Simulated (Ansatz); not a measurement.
CH5SeSi (`C[SiH][SeH]`) radical, relaxed with UKS PBE0-D4/def2-TZVP in Ansatz from a PBE-D4/def2-SVP geometry. The force threshold is 0.005 eV/Å; the program also tests the step.

The species carries charge 0 and has multiplicity 2.

Start:

```xyz
8

C     0.519   -0.124   -0.998
Si    0.486    0.195    0.876
Se   -1.638    0.132    1.768
H     1.557   -0.020   -1.376
H    -0.126    0.612   -1.522
H     0.162   -1.144   -1.244
H     0.921    1.614    1.175
H    -1.882   -1.265    1.320
```

(1) By how much does the energy fall, and how many steps does the optimiser take? (An estimate is asked.)

(2) Which bonds change most? (Estimate.)

(3) Give the relaxed structure. (Estimate.)

Results:

(1) The calculation gave: 0.03 eV, in 7 steps, 1 of them rejected.

(2) Computed: Si2–Se3 from 2.305 to 2.280 Å; C1–Si2 from 1.901 to 1.877 Å; Si2–H7 from 1.514 to 1.493 Å; Se3–H8 from 1.487 to 1.469 Å.

(3) Computed: 
```xyz
8

C     0.511   -0.122   -0.984
Si    0.482    0.209    0.864
Se   -1.616    0.119    1.753
H     1.531   -0.028   -1.363
H    -0.126    0.598   -1.505
H     0.153   -1.128   -1.207
H     0.921    1.602    1.168
H    -1.856   -1.250    1.275
```
